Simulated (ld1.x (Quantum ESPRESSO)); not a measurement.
## Which change was made? (Os, TM)

| Quantity | Value |
| --- | --- |
| Element | osmium (Os) |
| Generator | ld1.x (Quantum ESPRESSO) 7.5 |
| Type | norm-conserving Troullier–Martins (Kleinman–Bylander form) |
| Functional | PBE |
| Relativity | scalar-relativistic |
| Frozen core | [Xe] 4f14 |
| Valence charge | 8 |
| Reference configuration | 5d6 6s2 6p0 |
| Partial waves | 6s (bound): rc 2.15 bohr; 6p (bound, empty): rc 2.40 bohr; 5d (bound): rc 1.55 bohr |
| Local potential | all-electron potential smoothed inside 1.85 bohr (lloc = -1) |
| Core correction | Bessel-smoothed model core inside 1.45 bohr |

Cutoffs, loose and tight: the cutoffs (Ry, on a coarse ladder) from which the occupation-weighted sum of valence levels, in a spherical-Bessel basis at the reference potential, stays within 10 and 1 mRy of its value at 400 Ry. They do not see the model core or the augmentation charge, which bear on the density cutoff. Test errors are all-electron minus pseudo excitation energies from the reference, over the configurations 5d6 6s1 6p0; 5d6 6s0 6p0; 5d5 6s0 6p0; 5d5 6s2 6p1; 5d7 6s0 6p0; 5d6 6s0 6p1; 5d6 6s1 6p1; variants that change the core or the reference have their own tests. The largest error is taken over the tests solved by every variant that gives reliable tests at all, those not shown here included: 5d5 6s0 6p0; 5d6 6s0 6p0; 5d6 6s1 6p0; 5d6 6s1 6p1; 5d7 6s0 6p0.

The base gives: outcome: generated; cutoff, loose: 35 Ry; cutoff, tight: 60 Ry; bound ghosts: s, p; largest test error (meV): -111.

On the changes marked as counting shells twice: ld1.x takes every shell without a wave as core, so the model core holds the marked electrons as well and exchange and correlation see them twice. This cancels in the reference configuration, but the file is broken for other ones, and its errors say nothing about a proper core correction.

Q: After one change the result is: outcome: generated, misses its reference levels by 1.17 eV; cutoff, loose: 120 Ry; cutoff, tight: 180 Ry; bound ghosts: none; largest test error (meV): -3821. Which change was it?
A. local potential all-electron potential smoothed inside 1.65 bohr (lloc = -2)
B. fully relativistic
C. core [Kr] 4d10 4f14, valence charge 16; reference 5s2 5p6 5d7 6s1 6p0; waves now 5p (bound): rc 1.10 bohr; 5d (bound): rc 2.35 bohr; 5s (bound): rc 1.50 bohr; local potential the s channel; core correction Bessel-smoothed model core, default radius (core density twice the valence density) (6s counted twice)
D. wave 6s (bound): rc 2.15 bohr becomes 6s (bound): rc 1.60 bohr
E. wave 6p (bound): rc 2.40 bohr becomes 6p (bound): rc 1.82 bohr

A: C. The others give: local potential all-electron potential smoothed inside 1.65 bohr (lloc = -2) → outcome: generated; cutoff, loose: 35 Ry; cutoff, tight: 60 Ry; bound ghosts: s; largest test error (meV): -111 | wave 6s (bound): rc 2.15 bohr becomes 6s (bound): rc 1.60 bohr → outcome: generated; cutoff, loose: 90 Ry; cutoff, tight: 140 Ry; bound ghosts: s, p; largest test error (meV): -195 | fully relativistic → outcome: generated; cutoff, loose: 35 Ry; cutoff, tight: 60 Ry; bound ghosts: s, p3/2; largest test error (meV): -103 | wave 6p (bound): rc 2.40 bohr becomes 6p (bound): rc 1.82 bohr → outcome: generated; cutoff, loose: 35 Ry; cutoff, tight: 60 Ry; bound ghosts: p, s; largest test error (meV): -111.
